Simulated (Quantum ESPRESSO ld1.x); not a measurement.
Values are calculated unless marked as measured or tabulated.
La+, configuration [Xe] 5d2 (the NIST ground configuration).

Level of theory: Dirac Kohn-Sham, PBE, spin-unpolarised, spherical densities, point nucleus; open shells fill j = l - 1/2 first (ld1.x of Quantum ESPRESSO 7.5).

Energy parts (eV):
| part | energy |
|---|---|
| total | -231223 |
| kinetic | 247464 |
| electron-nucleus | -562358 |
| Hartree | 89218 |
| exchange-correlation | -5547 |

Orbitals (lengths in bohr, moments of r in powers of bohr; r(max) is where P^2 peaks; r(90%) holds 90 % of the orbital's charge):
orbital  occ.  eigenvalue (eV)  r(90%)   <1/r>      <r^2>   r(max)
1s1/2       2         -38723.4  0.0452   62.03  0.0008536  0.01607
2s1/2       2         -6164.81   0.166   14.59    0.01356  0.09108
2p1/2       2         -5813.97   0.148   14.57   0.009960  0.06950
2p3/2       4         -5400.83   0.156   13.25    0.01123  0.07466
3s1/2       2         -1321.41   0.419   5.254    0.09283   0.2606
3p1/2       2         -1173.57   0.413   5.166    0.08769   0.2473
3p3/2       4         -1093.05   0.430   4.837    0.09532   0.2585
3d3/2       4         -834.222   0.404   4.700    0.07846   0.2083
3d5/2       6         -816.997   0.409   4.616    0.08063   0.2114
4s1/2       2         -269.737   0.940   2.171     0.4829   0.6087
4p1/2       2         -215.343   0.981   2.067     0.5176   0.6192
4p3/2       4         -198.216    1.02   1.960     0.5594   0.6433
4d3/2       4         -109.074    1.15   1.741     0.6735   0.6675
4d5/2       6         -106.100    1.16   1.715     0.6905   0.6754
5s1/2       2         -42.5610    2.25  0.8494      2.749    1.412
5p1/2       2         -27.9303    2.57  0.7471      3.513    1.548
5p3/2       4         -25.4687    2.69  0.7089      3.847    1.614
5d3/2       2          -7.2217    4.50  0.4537      9.772    2.216
5d5/2       0          -7.0306    4.58  0.4450      10.14    2.253

The highest occupied level is 5d3/2 at -7.222 eV. For comparison, the ionisation energy in NIST's Atomic Spectra Database is 11.185 eV (measured). In exact Kohn-Sham theory the highest level is minus the ionisation energy, but local and semilocal functionals leave it too shallow, through self-interaction and a potential that decays too fast; potentials with the right tail come closer. Summed over all electrons, <r^2> = 60.17 bohr^2, which gives a Langevin (diamagnetic) susceptibility term of -47.7 x 10^-6 cm^3/mol.

Beside tabulated values, note that spin-unpolarised runs miss the spin-polarisation part of the exchange energy of open shells.
